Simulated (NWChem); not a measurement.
System meant: Si₃H₇ cation

NWChem input:

```
start job
memory heap 200 mb stack 900 mb global 1100 mb
charge 1
geometry units angstroms noautoz
  Si     0.306545     2.159515     0.004146
  Si    -0.658553    -0.000481    -0.005960
  Si     0.303002    -2.161384    -0.018297
  H     -0.192470     2.724029    -1.283430
  H      1.780692     2.002174     0.068925
  H     -0.304830     2.811233     1.196017
  H     -2.153694     0.003332     0.025036
  H     -0.440851    -2.899626    -1.075191
  H     -0.033521    -2.626407     1.360139
  H      1.759202    -2.011119    -0.262002
end
basis spherical
  * library def2-svp
end
dft
  xc pbe0
  iterations 4
  mulliken
end
task dft energy
```

End of the output:

```
    Atom       Charge   Shell Charges
 -----------   ------   -------------------------------------------------------
    1 Si  14    13.70   2.00  1.94  0.70  0.37  5.82  1.33  1.35  0.19
    2 Si  14    13.43   2.00  1.95  0.86  0.42  5.81  1.18  1.11  0.11
    3 Si  14    13.70   2.00  1.94  0.70  0.37  5.82  1.33  1.35  0.19
    4 H    1     1.02   0.61  0.38  0.03
    5 H    1     1.03   0.62  0.39  0.03
    6 H    1     1.02   0.61  0.38  0.03
    7 H    1     1.02   0.61  0.38  0.03
    8 H    1     1.02   0.61  0.38  0.03
    9 H    1     1.02   0.61  0.38  0.03
   10 H    1     1.03   0.62  0.39  0.03

 center of mass
 --------------
 x =  -0.00931996 y =  -0.00017428 z =  -0.00138760

 moments of inertia (a.u.)
 ------------------
        1094.051051902138           0.000000000000           0.000000000000
           0.000000000000         124.432789527854          -0.000000000000
           0.000000000000          -0.000000000000        1174.158611291509

     Multipole analysis of the density
     ---------------------------------

     L   x y z        total         alpha         beta         nuclear
     -   - - -        -----         -----         ----         -------
     0   0 0 0      1.000000    -24.000000    -24.000000     49.000000

     1   1 0 0     -0.321268     -0.160634     -0.160634     -0.000000
     1   0 1 0     -0.001826     -0.000913     -0.000913      0.000000
     1   0 0 1     -0.008010     -0.004005     -0.004005     -0.000000

     2   2 0 0    -28.142102    -49.604974    -49.604974     71.067846
     2   1 1 0     -0.002401      0.012807      0.012807     -0.028015
     2   1 0 1      0.039897      0.069647      0.069647     -0.099397
     2   0 2 0    -17.889435   -311.373285   -311.373285    604.857135
     2   0 1 1      0.005377      0.075390      0.075390     -0.145403
     2   0 0 2    -27.818336    -24.904153    -24.904153     21.989971

 ------------------------------------------------------------------------
 dft energy failed                                                                                  0
 ------------------------------------------------------------------------
 ------------------------------------------------------------------------
  current input line :
    24: task dft energy
 ------------------------------------------------------------------------
 ------------------------------------------------------------------------
 This type of error is most commonly associated with calculations not reaching convergence criteria
 ------------------------------------------------------------------------
 For more information see the NWChem manual at https://nwchemgit.github.io

0:dft energy failed:Received an Error in Communication
```

Problem. Can this run be used? If not, why, and what is the fix?

Solution. Convergence was not reached. Cause: the SCF was allowed too few iterations. This input runs:
```
start job
memory heap 200 mb stack 900 mb global 1100 mb
charge 1
geometry units angstroms noautoz
  Si     0.306545     2.159515     0.004146
  Si    -0.658553    -0.000481    -0.005960
  Si     0.303002    -2.161384    -0.018297
  H     -0.192470     2.724029    -1.283430
  H      1.780692     2.002174     0.068925
  H     -0.304830     2.811233     1.196017
  H     -2.153694     0.003332     0.025036
  H     -0.440851    -2.899626    -1.075191
  H     -0.033521    -2.626407     1.360139
  H      1.759202    -2.011119    -0.262002
end
basis spherical
  * library def2-svp
end
dft
  xc pbe0
  iterations 150
  mulliken
end
task dft energy
```
It converges to -871.70362 Ha (PBE0/def2-SVP).
